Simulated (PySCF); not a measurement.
## Exercise with solution: oscillator strength and radiative lifetime

Ta(S)(Cl)(NH2)2 (ClH₄N₂STa), SMILES [NH2][Ta]([NH2])([Cl])=[S], multiplicity 1.

Geometry optimised at B3LYP-D3(BJ)/def2-SVP. The spin state was assumed, not searched. The structure was generated by enumeration; whether it is a known compound was not checked. The def2 effective core potentials stand for the cores of Ta; spin–orbit coupling is left out. The values are those of a single conformer.

TDA-PBE/def2-SVPD (PySCF 2.14.0) puts the first singlet state with f over 0.02 at 4.85 eV (vertical), with the transition dipole (0.301, 0.340, 0.000) in atomic units.

**Question.** Find the oscillator strength, the wavelength and the radiative lifetime that this transition would have in vacuum if emission retraced absorption.

**Answer.** 
|μ|² = 0.2062 au, so |μ| = 1.15 D. ΔE = 4.85/27.211 = 0.1782 hartree. f = (2/3) ΔE |μ|² = 0.025 (the program prints 0.025).
λ = 1239.84/4.85 = 256 nm; ν = 39118 cm⁻¹.
Einstein's coefficient A = 0.6670 ν² f s⁻¹ (ν in cm⁻¹) = 2.5e7 s⁻¹, so τ = 1/A = 40 ns. This state is S7; the lower singlets have f = 0.001, 0.011, 0.001, 0.018, 0.004, 0.003. The figure is the radiative limit of this one transition; relaxation, internal conversion, crossing to triplets and a medium change what is measured.
